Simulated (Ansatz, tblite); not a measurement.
Cost and result up the ladder for trans-MnF2(NH3)4 (MnN4F2H12) (19 atoms). Total charge 0; doublet. Geometry: PBE-D4/def2-SVP.

```
atom    x (Å)    y (Å)    z (Å)
 Mn1  -0.0003  -0.0015   0.0003
  F2   1.2792   1.4571   0.1293
  F3  -1.2863  -1.4553  -0.1240
  N4  -1.7708   1.0288  -0.0086
  H5  -2.0694   1.5925   0.8018
  H6  -2.2961   0.1226  -0.0131
  H7  -2.0409   1.5755  -0.8418
  N8   1.7762  -1.0236   0.0069
  H9   2.0779  -1.5820  -0.8053
 H10   2.0584  -1.5675   0.8376
 H11   2.2899  -0.1107   0.0089
 N12   0.1939   0.1850   2.0312
 H13  -0.6037   0.4582   2.6245
 H14   0.8226   1.0111   1.8942
 H15   0.7038  -0.5354   2.5668
 N16  -0.1973  -0.1925  -2.0307
 H17   0.5965  -0.4786  -2.6230
 H18  -0.7009   0.5285  -2.5711
 H19  -0.8326  -1.0123  -1.8841
```

Ansatz on 4 threads of Intel Xeon Platinum 8375C on a shared host; xTB runs through tblite on one thread. Times are rough, summed over both states, and most runs start from the orbitals of an earlier one. No level here is sound enough to serve as a yardstick. The other state is a quartet at its own geometry.

The xTB rows come from tblite. At PBE0-D4/def2-TZVP a sextet of charge 0 lies 2.12 eV below the doublet, each at its own geometry. The name describes the doublet; other states may take another shape. At PBE0-D4/def2-TZVP a sextet of charge 0 lies 1.80 eV below the quartet, each at its own geometry.

Run but left out: HF/STO-3G, HF/def2-TZVP, r2SCAN-D4/def2-TZVP, B2PLYP/def2-TZVP, MP2/def2-TZVP (doublet: ⟨S²⟩ 1.07 to 2.44, where a pure state has 0.75).

xTB has no spin-polarisation term.

| level | functions | wall time |
| --- | --- | --- |
| GFN2-xTB | 45 | 0.017 s |
| GFN1-xTB | 57 | 0.032 s |
| PBE-D4/def2-TZVP | 303 | 27 s |
| PBE0-D4/def2-TZVP | 303 | 78 s |
| BHLYP-D4/def2-TZVP | 303 | 86 s |

Task: Estimate what each level gives for the quartet − doublet (eV).

Result: 
| level | quartet − doublet (eV) | remarks |
| --- | --- | --- |
| GFN2-xTB | 2.03 | – |
| GFN1-xTB | 1.90 | – |
| PBE-D4/def2-TZVP | -0.04 | – |
| PBE0-D4/def2-TZVP | -0.33 | spin-contaminated (⟨S²⟩ 1.00) (doublet) |
| BHLYP-D4/def2-TZVP | -0.33 | spin-contaminated (⟨S²⟩ 1.03) (doublet) |
